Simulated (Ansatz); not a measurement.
# From Si to Sn: the dipole moment

One atom is swapped for its congeners: C8H20Si (tetraethylsilane) `CC[Si](CC)(CC)CC`; C8H20Ge (tetraethylgermane) `C[CH2][Ge]([CH2]C)([CH2]C)[CH2]C`; C8H20Sn `C[CH2][Sn]([CH2]C)([CH2]C)[CH2]C`. All are singlets with charge 0.

Shapes, held fixed at every level: PBE0-D4/def2-TZVP. Flexible molecules stand in one conformer, not always the lowest. Programs: Ansatz 0.2.0. Values in D.

```tsv
level	C8H20Si	C8H20Ge	C8H20Sn
PBE-D4/def2-TZVPP	0.00	0.00	0.14
r2SCAN-D4/def2-TZVPP	0.00	0.00	0.14
B3LYP-D4/def2-TZVPP	0.00	0.00	0.16
wB97M-V/def2-TZVPP	0.00	0.00	0.16
```

At wB97M-V/def2-TZVPP the dipole moment isn't monotonic: it is largest for Sn and smallest for Si (0.16 and 0.00 D). 0 of 4 levels show this order throughout; 2 agree on the largest and the smallest. For atoms past krypton def2 sets carry core potentials with scalar relativity. Relativity is left out for Ge unless named. Magnitudes only: a dipole under 1 D may point either way.
